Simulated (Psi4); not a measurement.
Pair of molecules: HCl (SMILES Cl) (first 2 atoms) with CH5N (SMILES CN); geometry from B3LYP-D3(BJ)/def2-TZVP.
(charge 0, multiplicity 1):
```
atom    x (Å)    y (Å)    z (Å)
----  -------  -------  -------
Cl     0.0128  -0.0324   0.0373
H     -0.1940   0.3919  -1.1576
C     -0.1786   0.5579   3.5397
N      0.3709  -0.7108   3.0652
H     -1.1965   0.6694   3.1634
H      0.4080   1.3788   3.1249
H     -0.2038   0.6742   4.6317
H     -0.1654  -1.4943   3.4170
H      1.3252  -0.8346   3.3801
```

Computed with SAPT0/jun-cc-pV(D+d)Z (Psi4).

**Question.** Give the four SAPT terms and the total, and say what mostly holds the pair together.

**Answer.** electrostatics -113.9, exchange 178.1, induction -34.1, dispersion -60.1, total -29.9 meV; the largest attraction is electrostatics.
